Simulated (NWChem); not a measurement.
System: C₂H₇AlFN; SMILES [NH]([Al]([F])[CH3])C

NWChem printed, in part:

```
             Northwest Computational Chemistry Package (NWChem) 7.3.0
             --------------------------------------------------------

 C1  symmetry detected

                             Geometry "geometry" -> ""
                             -------------------------

 Output coordinates in angstroms (scale by  1.889725989 to convert to a.u.)

  No.       Tag          Charge          X              Y              Z
 ---- ---------------- ---------- -------------- -------------- --------------
    1 Al                  13.0000    -0.05767065     0.53149519    -0.00000215
    2 F                    9.0000    -1.19708444     1.75460335     0.00009865
    3 C                    6.0000     1.84111406     0.94057203    -0.00000482
    4 H                    1.0000     2.34586082     0.51345234     0.88216345
    5 H                    1.0000     2.01978888     2.02684873     0.00645449
    6 H                    1.0000     2.34304834     0.52468281    -0.88914349
    7 N                    7.0000    -0.71955991    -1.11135414    -0.00020322
    8 C                    6.0000    -0.01258446    -2.36962211     0.00017019
    9 H                    1.0000    -1.72763644    -1.23554668    -0.00067394
   10 H                    1.0000    -0.23417810    -2.98933486    -0.88912473
   11 H                    1.0000    -0.23376018    -2.98862416     0.89007445
   12 H                    1.0000     1.07609682    -2.19856640    -0.00017984

 Effective nuclear repulsion energy (a.u.)     219.5754257900

  pbe96 is a nonlocal functional; adding pw91lda local functional.

                                 NWChem DFT Module
                                 -----------------

 Summary of "ao basis" -> "ao basis" (spherical)
 ------------------------------------------------------------------------------
       Tag                 Description            Shells   Functions and Types
 ---------------- ------------------------------  ------  ---------------------
 Al                         def2-svp                 8       18   4s3p1d
 F                          def2-svp                 6       14   3s2p1d
 C                          def2-svp                 6       14   3s2p1d
 H                          def2-svp                 3        5   2s1p
 N                          def2-svp                 6       14   3s2p1d

            General Information
            -------------------
          SCF calculation type: DFT
          Wavefunction type:  closed shell.
          No. of atoms     :    12
          No. of electrons :    48
           Alpha electrons :    24
            Beta electrons :    24
          Charge           :     0
          Spin multiplicity:     1
          Use of symmetry is: off; symmetry adaption is: off
          Maximum number of iterations: 150
          AO basis - number of functions:   109
                     number of shells:    53
          Convergence on energy requested:  1.00D-06
          Convergence on density requested:  1.00D-05
          Convergence on gradient requested:  5.00D-04

              XC Information
              --------------
          PerdewBurkeErnzerhof Exchange Functional  1.000
            Perdew 1991 LDA Correlation Functional  1.000 local
           PerdewBurkeErnz. Correlation Functional  1.000 non-local

             Grid Information
             ----------------
          Grid used for XC integration:  medium
          Radial quadrature: Mura-Knowles
          Angular quadrature: Lebedev.
          Tag              B.-S. Rad. Rad. Pts. Rad. Cut. Ang. Pts.
          ---              ---------- --------- --------- ---------
          Al                  1.25       88          10.0       590
          F                   0.50       49          12.0       434
          C                   0.70       49          12.0       434
          H                   0.35       45          13.0       434
          N                   0.65       49          11.0       434
          Grid pruning is: on
          Number of quadrature shells:   599
          Spatial weights used:  Erf1

      Superposition of Atomic Density Guess
      -------------------------------------

 Sum of atomic energies:        -474.07268429

      Non-variational initial energy
      ------------------------------

 Total energy =    -476.172276
 1-e energy   =   -1089.494725
 2-e energy   =     393.747023
 HOMO         =      -0.305869
 LUMO         =      -0.010204

   convergence    iter        energy       DeltaE   RMS-Dens  Diis-err
 ---------------- ----- ----------------- --------- --------- ---------
 d= 0,ls=0.0,diis     1   -476.7930910180 -6.96D+02  1.63D-02  8.38D-01
 d= 0,ls=0.0,diis     2   -476.5885204636  2.05D-01  1.03D-02  3.22D+00
 d= 0,ls=0.0,diis     3   -476.8837356960 -2.95D-01  1.61D-03  4.00D-02
 d= 0,ls=0.0,diis     4   -476.8843145987 -5.79D-04  9.49D-04  2.75D-02
 d= 0,ls=0.0,diis     5   -476.8873081065 -2.99D-03  2.46D-04  8.64D-04
  Resetting Diis
 d= 0,ls=0.0,diis     6   -476.8873798451 -7.17D-05  9.81D-05  2.35D-04
 d= 0,ls=0.0,diis     7   -476.8874112867 -3.14D-05  2.26D-05  2.39D-06
 d= 0,ls=0.0,diis     8   -476.8874109097  3.77D-07  1.47D-05  5.64D-06
 d= 0,ls=0.0,diis     9   -476.8874115546 -6.45D-07  2.62D-06  1.88D-07

         Total DFT energy =     -476.887411554618
      One electron energy =    -1095.085826434830
           Coulomb energy =      447.751857664153
    Exchange-Corr. energy =      -49.128868573987
 Nuclear repulsion energy =      219.575425790046

 Numeric. integr. density =       48.000015050363

                       DFT Final Molecular Orbital Analysis
                       ------------------------------------

 Vector   22  Occ=2.000000D+00  E=-3.067191D-01
              MO Center= -1.0D-01, -9.3D-01, -2.0D-04, r^2= 4.3D+00
   Bfn.  Coefficient  Atom+Function         Bfn.  Coefficient  Atom+Function
  ----- ------------  ---------------      ----- ------------  ---------------
    23      0.257600   2 F  py              105      0.249572  12 H  s
    66      0.222789   7 N  py               79      0.212362   8 C  px
    80      0.207366   8 C  py                3     -0.206031   1 Al s
    65      0.168647   7 N  px               90      0.165955   9 H  s
    26     -0.160823   2 F  py               36      0.146277   3 C  px

 Vector   23  Occ=2.000000D+00  E=-2.611110D-01
              MO Center=  9.2D-01,  6.1D-01, -8.4D-06, r^2= 3.1D+00
   Bfn.  Coefficient  Atom+Function         Bfn.  Coefficient  Atom+Function
  ----- ------------  ---------------      ----- ------------  ---------------
    36      0.407121   3 C  px               39      0.263485   3 C  px
    22     -0.214593   2 F  px               35     -0.193067   3 C  s
     8     -0.181539   1 Al px               66     -0.172576   7 N  py
    25      0.143982   2 F  px               64      0.141411   7 N  s
     3     -0.133617   1 Al s                 5      0.121133   1 Al px

 Vector   24  Occ=2.000000D+00  E=-1.947660D-01
              MO Center= -5.8D-01, -1.2D+00, -7.9D-06, r^2= 1.9D+00
   Bfn.  Coefficient  Atom+Function         Bfn.  Coefficient  Atom+Function
  ----- ------------  ---------------      ----- ------------  ---------------
    67      0.518595   7 N  pz               70     -0.442541   7 N  pz
    95     -0.181135  10 H  s               100      0.181297  11 H  s
    13     -0.152924   1 Al pz               81      0.140760   8 C  pz
    96     -0.135124  10 H  s               101      0.135253  11 H  s
    10     -0.114379   1 Al pz               24     -0.090735   2 F  pz

 Vector   25  Occ=0.000000D+00  E=-1.833447D-02
              MO Center=  1.3D-01,  4.6D-01,  7.5D-04, r^2= 5.6D+00
   Bfn.  Coefficient  Atom+Function         Bfn.  Coefficient  Atom+Function
  ----- ------------  ---------------      ----- ------------  ---------------
     4      1.342099   1 Al s                35     -0.954690   3 C  s
    64     -0.480958   7 N  s                58      0.261563   6 H  s
    48      0.260029   4 H  s                78     -0.245741   8 C  s
    21     -0.217754   2 F  s                34     -0.195561   3 C  s
    63     -0.168534   7 N  s                39      0.154345   3 C  px

 Vector   26  Occ=0.000000D+00  E=-7.798899D-03
              MO Center= -2.0D-02,  4.6D-01, -9.4D-04, r^2= 4.2D+00
   Bfn.  Coefficient  Atom+Function         Bfn.  Coefficient  Atom+Function
  ----- ------------  ---------------      ----- ------------  ---------------
    13      0.805120   1 Al pz               10      0.339895   1 Al pz
    70     -0.260720   7 N  pz               67      0.238965   7 N  pz
    48     -0.220561   4 H  s                58      0.220773   6 H  s
    24      0.192124   2 F  pz                7     -0.178883   1 Al pz
    27     -0.172591   2 F  pz               96     -0.135672  10 H  s

 Vector   27  Occ=0.000000D+00  E= 3.510165D-02
              MO Center=  2.1D-01, -1.0D+00,  9.8D-05, r^2= 7.4D+00
   Bfn.  Coefficient  Atom+Function         Bfn.  Coefficient  Atom+Function
  ----- ------------  ---------------      ----- ------------  ---------------
    78      1.650056   8 C  s               106     -0.798898  12 H  s
    96     -0.721710  10 H  s               101     -0.721588  11 H  s
    35      0.553343   3 C  s                12      0.461912   1 Al py
    53     -0.447496   5 H  s                11     -0.389334   1 Al px
    91     -0.370996   9 H  s                21     -0.266442   2 F  s

     Multipole analysis of the density
     ---------------------------------

     L   x y z        total         alpha         beta         nuclear
     -   - - -        -----         -----         ----         -------
     0   0 0 0     -0.000000    -24.000000    -24.000000     48.000000

     1   1 0 0      0.350162      0.175081      0.175081     -0.000000
     1   0 1 0     -0.711509     -0.355755     -0.355755      0.000000
     1   0 0 1     -0.000362     -0.000181     -0.000181     -0.000000

     2   2 0 0    -27.651300   -114.223515   -114.223515    200.795730
     2   1 1 0      2.593461     -6.844928     -6.844928     16.283316
     2   1 0 1      0.000610     -0.000016     -0.000016      0.000642
     2   0 2 0    -28.900532   -207.108831   -207.108831    385.317130
     2   0 1 1     -0.000122      0.001347      0.001347     -0.002816
     2   0 0 2    -26.324485    -18.789537    -18.789537     11.254590

                                 NWChem DFT Module
                                 -----------------

            General Information
            -------------------
          SCF calculation type: DFT
          Wavefunction type:  spin polarized.
          No. of atoms     :    12
          No. of electrons :    47
           Alpha electrons :    24
            Beta electrons :    23
          Charge           :     1
          Spin multiplicity:     2
          Use of symmetry is: off; symmetry adaption is: off
          Maximum number of iterations: 150
          AO basis - number of functions:   109
                     number of shells:    53
          Convergence on energy requested:  1.00D-06
          Convergence on density requested:  1.00D-05
          Convergence on gradient requested:  5.00D-04

              XC Information
              --------------
          PerdewBurkeErnzerhof Exchange Functional  1.000
            Perdew 1991 LDA Correlation Functional  1.000 local
           PerdewBurkeErnz. Correlation Functional  1.000 non-local

             Grid Information
             ----------------
          Grid used for XC integration:  medium
          Radial quadrature: Mura-Knowles
          Angular quadrature: Lebedev.
          Tag              B.-S. Rad. Rad. Pts. Rad. Cut. Ang. Pts.
          ---              ---------- --------- --------- ---------
          Al                  1.25       88          10.0       590
          F                   0.50       49          12.0       434
          C                   0.70       49          12.0       434
          H                   0.35       45          13.0       434
          N                   0.65       49          11.0       434
          Grid pruning is: on
          Number of quadrature shells:   599
          Spatial weights used:  Erf1

      Superposition of Atomic Density Guess
      -------------------------------------

 Sum of atomic energies:        -474.07268429

 Renormalizing density from      48.00 to     47

      Non-variational initial energy
      ------------------------------

 Total energy =    -469.709698
 1-e energy   =   -1066.796918
 2-e energy   =     377.511794
 HOMO         =      -0.575425
 LUMO         =      -0.262495

   convergence    iter        energy       DeltaE   RMS-Dens  Diis-err
 ---------------- ----- ----------------- --------- --------- ---------
 d= 0,ls=0.0,diis     1   -476.3767052601 -6.96D+02  1.37D-02  4.54D-01
                                                     1.35D-02  4.58D-01
 d= 0,ls=0.0,diis     2   -474.2514034789  2.13D+00  1.14D-02  5.83D+00
                                                     1.20D-02  4.18D+00
 d= 0,ls=0.0,diis     3   -476.4749785756 -2.22D+00  3.09D-03  1.86D-01
                                                     8.73D-03  1.51D-01
 d= 0,ls=0.0,diis     4   -476.3192152727  1.56D-01  2.22D-03  3.32D-01
                                                     8.41D-03  2.88D-01
 d= 0,ls=0.0,diis     5   -476.5161922905 -1.97D-01  1.24D-03  7.90D-02
                                                     1.26D-03  7.09D-02
  Resetting Diis
 d= 0,ls=0.0,diis     6   -476.5558803157 -3.97D-02  6.68D-04  1.03D-02
                                                     6.01D-04  6.68D-03
 d= 0,ls=0.5,diis     7   -476.5607381231 -4.86D-03  4.35D-04  2.67D-03
                                                     3.59D-04  1.84D-03
 d= 0,ls=0.5,diis     8   -476.5617554768 -1.02D-03  1.53D-04  8.70D-04
                                                     1.40D-04  9.73D-04
 d= 0,ls=0.5,diis     9   -476.5620939210 -3.38D-04  5.55D-05  1.54D-04
                                                     5.77D-05  1.92D-04
 d= 0,ls=0.5,diis    10   -476.5621743738 -8.05D-05  2.63D-05  2.90D-05
                                                     3.20D-05  4.25D-05
 d= 0,ls=0.5,diis    11   -476.5621952372 -2.09D-05  1.39D-05  3.42D-06
                                                     2.07D-05  7.98D-06
 d= 0,ls=0.5,diis    12   -476.5622012558 -6.02D-06  9.36D-06  1.06D-06
                                                     1.42D-05  2.53D-06
 d= 0,ls=0.5,diis    13   -476.5622042599 -3.00D-06  6.47D-06  2.01D-07
                                                     1.10D-05  1.18D-06
 d= 0,ls=0.5,diis    14   -476.5622060817 -1.82D-06  4.25D-06  7.78D-08
                                                     8.85D-06  7.82D-07
 d= 0,ls=0.5,diis    15   -476.5622073464 -1.26D-06  3.50D-06  4.00D-08
                                                     7.30D-06  5.61D-07
 d= 0,ls=0.5,diis    16   -476.5622082356 -8.89D-07  2.38D-06  4.38D-08
                                                     6.25D-06  4.57D-07

         Total DFT energy =     -476.562208901962
      One electron energy =    -1084.239435738807
           Coulomb energy =      436.903430569487
    Exchange-Corr. energy =      -48.801629522689
 Nuclear repulsion energy =      219.575425790046

 Numeric. integr. density =       47.000011518466

                    DFT Final Alpha Molecular Orbital Analysis
                    ------------------------------------------

[...]
```

Level: PBE/def2-SVP, vertical spin-unrestricted ions. All runs use the structure optimised with PBE0/def2-SVP. Not confirmed as a minimum by frequencies.

Question: Which NWChem input produces such a log?

Answer: Several could match; the one computed here: the input that was run:
```
start job
memory heap 200 mb stack 900 mb global 1100 mb
geometry units angstroms noautoz
  Al    -0.081357     0.538019     0.000995
  F     -1.265489     1.717887     0.000493
  C      1.800892     1.017459     0.002788
  H      2.320419     0.609101     0.885260
  H      1.939021     2.109629     0.009755
  H      2.318720     0.620849    -0.886045
  N     -0.681663    -1.128319    -0.000317
  C      0.071638    -2.359412     0.000269
  H     -1.684420    -1.289932    -0.001711
  H     -0.125977    -2.986624    -0.889420
  H     -0.127122    -2.986531     0.889779
  H      1.153201    -2.147969     0.000928
end
basis spherical
  * library def2-svp
end
dft
  xc xpbe96 cpbe96
  iterations 150
  vectors input atomic output neutral.movecs
end
task dft energy
charge 1
dft
  odft
  mult 2
  vectors input atomic output cation.movecs
end
task dft energy
```
